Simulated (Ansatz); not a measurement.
Br4Se, SMILES Br[Se-](Br)(Br)Br, charge -1, multiplicity 2. Atoms are numbered in the order given.

```xyz
5

Se     0.1793    -0.0683    -0.0002
Br     0.1052    -0.0403     2.5893
Br     0.1051    -0.0404    -2.5895
Br     0.7063     2.4516     0.0002
Br    -1.0805    -2.3126     0.0001
```
Charge -1, spin multiplicity 2.

Geometry: B3LYP-D3(BJ)/def2-SVPD.

Two levels are set side by side: PBE-D3(BJ)/def2-SVPD (Ansatz, a program for electronic structure) and B3LYP-D3(BJ)/def2-SVPD (Ansatz). Each level has its own optimised geometry; the coordinates shown are those of the second. Differences are taken from unrounded values.

```json
[
 {"quantity": "mean bond length (Å)", "B3LYP-D3(BJ)": "2.582", "PBE-D3(BJ)": "2.584", "PBE-D3(BJ) minus B3LYP-D3(BJ)": "0.002"},
 {"quantity": "bond Se1–Br2 (Å)", "B3LYP-D3(BJ)": "2.591", "PBE-D3(BJ)": "2.584", "PBE-D3(BJ) minus B3LYP-D3(BJ)": "-0.006"},
 {"quantity": "bond Se1–Br3 (Å)", "B3LYP-D3(BJ)": "2.590", "PBE-D3(BJ)": "2.584", "PBE-D3(BJ) minus B3LYP-D3(BJ)": "-0.006"},
 {"quantity": "bond Se1–Br4 (Å)", "B3LYP-D3(BJ)": "2.574", "PBE-D3(BJ)": "2.584", "PBE-D3(BJ) minus B3LYP-D3(BJ)": "0.010"},
 {"quantity": "bond Se1–Br5 (Å)", "B3LYP-D3(BJ)": "2.574", "PBE-D3(BJ)": "2.584", "PBE-D3(BJ) minus B3LYP-D3(BJ)": "0.011"}
]
```

On these quantities the two levels nearly agree.
